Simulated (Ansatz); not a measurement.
Two isomers of C2H4OSi: A = `C#C[SiH2]O`, B = `OC#C[SiH3]`.

Computed with Ansatz on PBE0-D4/def2-TZVP structures; ΔE is electronic, products minus reactants. CCSD(T)/CBS is the MP2 limit (def2-TZVPP, def2-QZVPP) plus CCSD(T) − MP2 in def2-TZVPP, frozen cores. Functionals use def2-TZVPP. Each species was taken in one conformer, which may not be the lowest.

**Question.** Which is lower in electronic energy at CCSD(T)/CBS, and by how much? (Estimate.)

**Answer.** Ansatz gave: A, by 186.4 kJ/mol.

**Question.** Give E(B) − E(A) in kJ/mol with LDA (SPW92), B2PLYP, CCSD/def2-TZVPP, CCSD(T)/def2-SVP, ωB97M-V, MP2/def2-TZVPP, r2SCAN-D4. (Best estimate.)

**Answer.** The calculation gave: LDA (SPW92) 142.7, B2PLYP 177.3, CCSD/def2-TZVPP 183.1, CCSD(T)/def2-SVP 147.5, ωB97M-V 175.0, MP2/def2-TZVPP 187.3, r2SCAN-D4 166.9. None reverses the order clearly.

**Question.** Does the order hold for the free energy at 298.15 K (harmonic terms from PBE0-D4)? (Best estimate.)

**Answer.** Ansatz gave: Yes: G(B) − G(A) = +177.6 kJ/mol, for one conformer each. Modes under 60 cm⁻¹, often nearly free rotors, make the harmonic entropy too high.

Largest T1 diagnostic: 0.013.

Leaving LDA and LC-ωPBE aside and taking each functional with its dispersion term where it has one, the values, not all of them listed here, spread over 26.4 kJ/mol, from PBE-D4 to BHLYP-D4. LDA lies −7.9 kJ/mol from PBE without D4. At CCSD(T), def2-SVP lies −38.9 kJ/mol from the extrapolated value and def2-TZVPP −5.0 kJ/mol.
